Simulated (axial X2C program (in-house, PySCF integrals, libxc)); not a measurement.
What spin–orbit coupling does to CoH

All values were computed with an axial X2C code built on PySCF integrals. Spin-free means the one-electron spin-free X2C Hamiltonian; two-component (2c) means X2C with spin–orbit coupling and atomic mean-field two-electron Coulomb and Gaunt terms, so the difference of the two also holds small scalar two-electron terms. Basis: Co dyall-cv3z [9s10p6d3f2g], H dyall-v3z [6s2p1d] (cores contracted in-house); Gaussian nuclei, density fitting, unrestricted open shells. Masses: Co 58.933 u, H 1.008 u.

Spin-free state: M_S = 1, Λ = 2 (beyond evenly filled blocks: σα, δ+α, δ+β, δ-α); fragments Co + H.

| level | Re (Å) | ωe (cm⁻¹) | De (eV) | μ (D) |
| --- | --- | --- | --- | --- |
| PBE0 | 1.523 | 1817.3 | 2.212 | -2.88 |
| BLYP | 1.506 | 1860.9 | 2.745 | -2.21 |

Dipoles are positive if H is the positive end.

Two-component determinant lowest at the distance of the search:

Ω = 4 (⟨Sz⟩ = 1.00, ⟨Lz⟩ = 3.00 at PBE0); fragments Co + H.

| level | Re (Å) | ωe (cm⁻¹) | μ (D) |
| --- | --- | --- | --- |
| PBE0 | 1.502 | 1912.1 | -2.54 |
| BLYP | 1.503 | 1913.3 | -2.04 |

(1) From the two tables, how do the constants change at the PBE0 level (2c against spin-free)?

Occupations by symmetry block were frozen at the best pattern of an incomplete PBE0 search. De is counted from the lowest determinant-based energies of the atoms at the same level, without counterpoise correction. De is not given where an atomic determinant may have missed its ground term or J level, or where the truncated virtual space spoils (T). Density functionals use the spin component along the axis (collinear). Other states lie close and PBE0, whose exact exchange favours high spin, may order them wrongly; the determinant shown need not be the ground state. The nearest other spin-free determinant of the search, M_S = 1, Λ = 3, lies 0.011 eV up at the distance of the search. Without a current term, density functionals place determinants with orbital angular momentum somewhat too high. With several unpaired electrons one determinant need not be a pure state. A state of lower Ω lies just above, and one determinant can place such states too high, so the state shown need not be the lowest. The search has Ω = 3 only 0.02 eV up. At some level and bond length an empty orbital lies below a filled one.

Results:

(1) At the PBE0 level Re falls by 0.021 Å and ωe rises by 94.8 cm⁻¹. The two determinants differ in configuration, so these shifts compare two states and are not the spin–orbit effect on one state.
